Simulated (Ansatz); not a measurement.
Start from `FC(F)=C(F)C(F)(F)F` and change one atom or group to get `OC(F)=C(F)F`.

Ansatz, PBE0-D4/def2-TZVP geometries, multiplicity 1. Each molecule was computed in one conformer, which needn't be the lowest.

```csv
property,`FC(F)=C(F)C(F)(F)F`
HOMO energy (PBE0/def2-TZVPP) / eV,-8.30
HOMO energy (B3LYP/def2-TZVPP) / eV,-8.11
size of the dipole moment (PBE/def2-TZVPP) / D,1.08
LUMO energy (PBE/def2-TZVPP) / eV,-1.41
size of the dipole moment (B3LYP/def2-TZVPP) / D,1.09
size of the dipole moment (ωB97M-V/def2-TZVPP) / D,1.11
```

Question: Give the same properties after the change, and the shifts. (Estimate.)

Answer: Computed: 
```
                                          property  `OC(F)=C(F)F`  shift
                HOMO energy (PBE0/def2-TZVPP) / eV          -6.83   1.47
               HOMO energy (B3LYP/def2-TZVPP) / eV          -6.66   1.45
    size of the dipole moment (PBE/def2-TZVPP) / D           1.69   0.61
                 LUMO energy (PBE/def2-TZVPP) / eV          -0.25   1.16
  size of the dipole moment (B3LYP/def2-TZVPP) / D           1.75   0.66
size of the dipole moment (ωB97M-V/def2-TZVPP) / D           1.73   0.62
```

With PBE0 the HOMO rises by 1.47 eV and the LUMO rises by 1.10 eV, so the gap narrows by about 0.37 eV. PBE moves the HOMO by 1.43 eV and ωB97M-V by 1.47 eV. The zero-point energy changes by -2.4 kJ/mol with -6 modes. Dipoles are sizes alone; their direction can turn.

B3LYP here is the variant with VWN-RPA as its local correlation; programs differ in this.
